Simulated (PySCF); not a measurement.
## Telling isomers of C9H8O2 apart by NMR

Gas phase, relativity neglected, equivalent nuclei averaged, one conformer. Shielding tensors at PBE0/pcSseg-1 (GIAO); geometry from GFN2-xTB; PySCF 2.14.

Shifts are taken against calculated references (same method and geometry level): TMS for $^{1}$H, $^{13}$C. Where no couplings were computed, multiplicities follow the n + 1 count of equivalent neighbours, and m marks all less simple cases (inequivalent or close neighbours, rings, F or P nearby). Acid and N–H amide carbonyl carbons lie up to 10 ppm further downfield in solution (hydrogen bonding). Shifts are as computed. Against solution values, carbons near 30 ppm lie about +3 ppm off and those near 130 ppm about +5 ppm. Of 1211 compounds with measured shifts, 218 miss one by over three times the rms of a fit or turn the order of signals round; such compounds aren't used in these exercises. OH and NH positions are gas-phase values without hydrogen bonding to other molecules.

(1) Tabulate the signals of `C=COC(=O)c1ccccc1`, `C=C1C=CC=C(C(=O)O)C=C1`, `CC(=O)c1cccccc1=O` and their relative energies.

(2) What is the quickest way to tell C=COC(=O)c1ccccc1 from CC(=O)c1cccccc1=O?

(3) What is the quickest way to tell C=COC(=O)c1ccccc1 from C=C1C=CC=C(C(=O)O)C=C1?

(4) What is the quickest way to tell C=C1C=CC=C(C(=O)O)C=C1 from CC(=O)c1cccccc1=O?

Answers

(1) 
```json
{"SMILES": "C=COC(=O)c1ccccc1", "carbon types": "2×C 6×CH 1×CH2", "δC": "168.2, 149.6, 139.7, 137.3, 133.8, 133.6, 101.5", "δH": "8.64 (d, 2H), 8.26 (m, 1H), 7.88 (m, 1H), 7.80 (m, 2H), 5.28 (m, 1H), 4.99 (m, 1H)", "E rel. (kcal/mol)": "0.0"}
{"SMILES": "C=C1C=CC=C(C(=O)O)C=C1", "carbon types": "3×C 5×CH 1×CH2", "δC": "170.9, 156.9, 154.0, 147.7, 145.6, 135.7, 133.2, 131.5, 119.6", "δH": "6.98 (d, 1H), 6.46 (d, 1H), 6.30 (d, 1H), 6.06 (d, 1H), 5.87 (br s, 1H), 5.60 (m, 1H), 4.72 (m, 1H), 4.67 (m, 1H)", "E rel. (kcal/mol)": "18.2"}
{"SMILES": "CC(=O)c1cccccc1=O", "carbon types": "3×C 5×CH 1×CH3", "δC": "207.0, 188.7, 154.2, 153.8, 145.1, 143.0, 141.2, 139.4, 29.3", "δH": "8.18 (d, 1H), 7.45 (m, 1H), 7.42 (m, 1H), 7.41 (m, 1H), 7.37 (m, 1H), 2.79 (s, 3H)", "E rel. (kcal/mol)": "21.3"}
```

Energies are electronic energies at PBE0/pcSseg-1 on these geometries, without zero-point or thermal terms, each for the one conformer computed, which needn't be the lowest.

(2) Count the carbon signals: 7 against 9. The first has a β carbon of an enol-ether or enamine type C=C (CH2) at 101.5 ppm, the second a methyl carbon α to a carbonyl (CH3) at 29.3 ppm. Their most deshielded carbons lie at 168.2 and 207.0 ppm. In the proton spectra the most deshielded non-exchanging signals are 8.64 (d, 2H) and 8.18 (d, 1H).

(3) Count the carbon signals: 7 against 9. The first has a β carbon of an enol-ether or enamine type C=C (CH2) at 101.5 ppm, the second a terminal =CH2 carbon at 119.6 ppm. Their most deshielded carbons lie at 168.2 and 170.9 ppm. In the proton spectra the most deshielded non-exchanging signals are 8.64 (d, 2H) and 6.98 (d, 1H).

(4) Both give the same number of carbon signals, but DEPT or the intensities differ. The first has a terminal =CH2 carbon at 119.6 ppm, the second a methyl carbon α to a carbonyl (CH3) at 29.3 ppm. Their most deshielded carbons lie at 170.9 and 207.0 ppm. In the proton spectra the most deshielded non-exchanging signals are 6.98 (d, 1H) and 8.18 (d, 1H).
